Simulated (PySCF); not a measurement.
# Spinor energies of Sb(3+) (antimony, charge +3)

Start: [Kr] 4d9 5s2 6s1; 4d3/2 filled at m_j = -3/2, -1/2, +1/2, +3/2; 4d5/2 filled at m_j = -3/2, -1/2, +1/2, +3/2, +5/2; 6s1/2 filled at m_j = +1/2. Calculated with PySCF 2.14 in x2c-SVPall-2c with one added diffuse shell each of s, p type (7s9p4d, 54 functions): generalised Hartree-Fock with the X2C-1e Hamiltonian and a Gaussian nucleus; one run each with spin-orbit coupling (SO) switched off, then screened by Boettger's factors. This is a chosen level, not necessarily the ground level.

```csv
spinor shell,electrons,"ε, spin-free (eV)","ε, screened SO (eV)",weight of nominal j (screened SO),"rms radius, screened SO (bohr)"
1s1/2,2,-30687.4,-30684.2,1.000,0.0326
2s1/2,2,-4804.6,-4803.4,1.000,0.133
2p1/2,2,-4312.3,-4487.2,1.000,0.115
2p3/2,4,-4312.3,-4232.3,1.000,0.120
3s1/2,2,-1020.3,-1019.7,1.000,0.351
3p1/2,2,-855.59,-888.60,1.000,0.345
3p3/2,4,-855.59,-839.99,1.000,0.356
3d3/2,4,-604.76,-610.41,0.999,0.330
3d5/2,6,-604.76,-600.26,0.999,0.332
4s1/2,2,-220.37,-220.02,1.000,0.835
4p1/2,2,-166.52,-173.42,0.990,0.885
4p3/2,4,-166.52,-162.87,0.995,0.908
4d3/2,4,-86.580,-87.335,0.925,1.08
4d5/2,5,-86.580,-85.522,0.940,1.08
5s1/2,2,-48.469,-48.224,1.000,2.11
6s1/2,1,-20.231,-20.230,0.835,4.19
```

```
   quantity    spin-free  screened SO
E (hartree)  -6472.81617  -6474.45975
        M_J            3            3
       ⟨J²⟩       12.401       13.259
       ⟨L²⟩        6.401        7.112
       ⟨S²⟩        2.000        1.990
```

The determinant has a definite M_J but mixes levels of different J.

Each row is a mean over spinors that exchange with the open shell spreads, by up to 6.990 eV (4p3/2).

Rows whose weight is well below 1 are mixtures of j = l ± 1/2: exchange outweighs spin-orbit coupling there, and the label is only the starting occupation.

Breit and QED terms are absent; they matter most for the inner s and p1/2 levels.

Densities and radii are taken from the X2C orbitals without a picture-change correction, which distorts them close to the nucleus.

Without spin-orbit coupling the j labels of p, d and f shells carry no meaning; the spin-free column gives the mean over the occupied spinors of each nl shell, and its ⟨J²⟩ belongs to a mixture of degenerate components.
